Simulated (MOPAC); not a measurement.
Input for MOPAC: PM6 on C2H4F2 (SMILES FCCF), a point of a torsion scan.

```
PM6 1SCF PRECISE CHARGE=0 THREADS=1
C2H4F2

F      1.37524410 1     0.68516667 1    -0.82056758 1
C      0.75033125 1    -0.14148708 1     0.07703858 1
C     -0.76630123 1     0.02420209 1    -0.01600244 1
F     -1.35548498 1    -1.16776455 1    -0.35024952 1
H      1.13797459 1     0.12018053 1     1.06518628 1
H      1.03042480 1    -1.16751285 1    -0.18184488 1
H     -1.21012667 1     0.33688547 1     0.93291467 1
H     -1.01601281 1     0.73904014 1    -0.80647446 1
```

The log:

```
*******************************************************************************
 **                                                                           **
 **                              MOPAC v23.2.5                                **
 **                                                                           **
 *******************************************************************************
 ** MOPAC's Digital Object Identifier: https://doi.org/10.5281/zenodo.6511958 **
 **                                                                           **
 ** Please cite the open-source release paper for use of this MOPAC version:  **
 ** J. E. Moussa and J. J. P. Stewart (2026)                                  **
 ** MOPAC: An open-source semiempirical molecular orbital program             **
 ** J. Open Source Softw., 11(119), 8025, https://doi.org/10.21105/joss.08025 **
 *******************************************************************************

                              PM6 CALCULATION RESULTS

 *******************************************************************************
 *  PM6        - The PM6 Hamiltonian to be used
 *
 *
 *
 *                 CHARGE ON SYSTEM = 0
 *
 *
 *
 *  PRECISE    - TIGHTER CRITERIA TO BE USED
 *  1SCF       - DO 1 SCF AND THEN STOP
 *  THREADS=1  - MULTI-THREADING NOT USED
 *  T=         - A TIME OF 172800.0 SECONDS REQUESTED
 *  DUMP=N     - RESTART FILE WRITTEN EVERY 7200.0 SECONDS REQUESTED
 *******************************************************************************
PM6 1SCF PRECISE CHARGE=0 THREADS=1
 C2H4F2

   ATOM   CHEMICAL          X               Y               Z
  NUMBER   SYMBOL      (ANGSTROMS)     (ANGSTROMS)     (ANGSTROMS)

     1       F          1.37524410  *   0.68516667  *  -0.82056758  *
     2       C          0.75033125  *  -0.14148708  *   0.07703858  *
     3       C         -0.76630123  *   0.02420209  *  -0.01600244  *
     4       F         -1.35548498  *  -1.16776455  *  -0.35024952  *
     5       H          1.13797459  *   0.12018053  *   1.06518628  *
     6       H          1.03042480  *  -1.16751285  *  -0.18184488  *
     7       H         -1.21012667  *   0.33688547  *   0.93291467  *
     8       H         -1.01601281  *   0.73904014  *  -0.80647446  *



          CARTESIAN COORDINATES

    NO.       ATOM           X           Y           Z

     1         F          1.3752      0.6852     -0.8206
     2         C          0.7503     -0.1415      0.0770
     3         C         -0.7663      0.0242     -0.0160
     4         F         -1.3555     -1.1678     -0.3502
     5         H          1.1380      0.1202      1.0652
     6         H          1.0304     -1.1675     -0.1818
     7         H         -1.2101      0.3369      0.9329
     8         H         -1.0160      0.7390     -0.8065

 General Reference for PM6:
 "Optimization of Parameters for Semiempirical Methods V: Modification of NDDO Approximations
 and Application to 70 Elements", J. J. P. Stewart, J. Mol. Mod., 13, 1173-1213 (2007)
 URL: https://link.springer.com/article/10.1007/s00894-007-0233-4

           Empirical Formula: C2 H4 F2  =     8 atoms



      MOLECULAR POINT GROUP   :   C2


      RHF CALCULATION, NO. OF DOUBLY OCCUPIED LEVELS = 13


 -------------------------------------------------------------------------------
 PM6 1SCF PRECISE CHARGE=0 THREADS=1
 C2H4F2



     1SCF WAS SPECIFIED, SO BFGS WAS NOT USED
     SCF FIELD WAS ACHIEVED


                              PM6 CALCULATION
                                                       MOPAC v23.2.5 Linux




          FINAL HEAT OF FORMATION =       -103.94270 KCAL/MOL =    -434.89627 KJ/MOL


          COSMO AREA              =         93.39 SQUARE ANGSTROMS
          COSMO VOLUME            =         75.38 CUBIC ANGSTROMS

          IONIZATION POTENTIAL    =         12.859205 EV
          HOMO LUMO ENERGIES (EV) =        -12.859  2.534
          NO. OF FILLED LEVELS    =         13
          MOLECULAR WEIGHT        =         66.0504         POINT GROUP:  C2

          MOLECULAR DIMENSIONS (Angstroms)

            Atom       Atom       Distance
            F     4    F     1     3.33338
            H     6    H     8     2.81668
            F     4    H     7     1.65330


          SCF CALCULATIONS        =          1





   ATOM   CHEMICAL          X               Y               Z
  NUMBER   SYMBOL      (ANGSTROMS)     (ANGSTROMS)     (ANGSTROMS)

     1       F          1.37524410  *   0.68516667  *  -0.82056758  *
     2       C          0.75033125  *  -0.14148708  *   0.07703858  *
     3       C         -0.76630123  *   0.02420209  *  -0.01600244  *
     4       F         -1.35548498  *  -1.16776455  *  -0.35024952  *
     5       H          1.13797459  *   0.12018053  *   1.06518628  *
     6       H          1.03042480  *  -1.16751285  *  -0.18184488  *
     7       H         -1.21012667  *   0.33688547  *   0.93291467  *
     8       H         -1.01601281  *   0.73904014  *  -0.80647446  *

                             CARTESIAN COORDINATES

   1    F        1.375244100     0.685166670    -0.820567580
   2    C        0.750331250    -0.141487080     0.077038580
   3    C       -0.766301230     0.024202090    -0.016002440
   4    F       -1.355484980    -1.167764550    -0.350249520
   5    H        1.137974590     0.120180530     1.065186280
   6    H        1.030424800    -1.167512850    -0.181844880
   7    H       -1.210126670     0.336885470     0.932914670
   8    H       -1.016012810     0.739040140    -0.806474460


           Empirical Formula: C2 H4 F2  =     8 atoms



      MOLECULAR POINT GROUP   :   C2


                  EIGENVALUES
 -41.45208 -41.38642 -27.29471 -22.52614 -18.05324 -17.66513 -17.30219 -16.59091
 -15.68580 -15.52861 -13.71927 -12.92781 -12.85921   2.53404   3.08202   3.11600
   4.78816   5.12509   5.18372   5.38991


              NET ATOMIC CHARGES AND DIPOLE CONTRIBUTIONS

  ATOM NO.   TYPE          CHARGE      No. of ELECS.   s-Pop       p-Pop
    1          F          -0.177558        7.1776     1.97264     5.20492
    2          C          -0.116756        4.1168     1.12410     2.99266
    3          C          -0.116754        4.1168     1.12411     2.99265
    4          F          -0.177572        7.1776     1.97264     5.20493
    5          H           0.141009        0.8590     0.85899
    6          H           0.153309        0.8467     0.84669
    7          H           0.141015        0.8590     0.85899
    8          H           0.153306        0.8467     0.84669
 DIPOLE           X         Y         Z       TOTAL
 POINT-CHG.    -0.046     0.471     1.590     1.659
 HYBRID         0.005    -0.055    -0.186     0.194
 SUM           -0.041     0.416     1.404     1.465


          ATOMIC ORBITAL ELECTRON POPULATIONS

     Atom    s        px        py        pz
    1  F   1.97264   1.82107   1.71547   1.66838
    2  C   1.12410   0.96311   1.03168   0.99787
    3  C   1.12411   0.96870   0.89596   1.12799
    4  F   1.97264   1.83909   1.41684   1.94900
    5  H   0.85899
    6  H   0.84669
    7  H   0.85899
    8  H   0.84669

 **********************
 *                    *
 * JOB ENDED NORMALLY *
 *                    *
 **********************




 == MOPAC DONE ==
```

The run finished.

Cost: roughly 0.020 core-seconds.
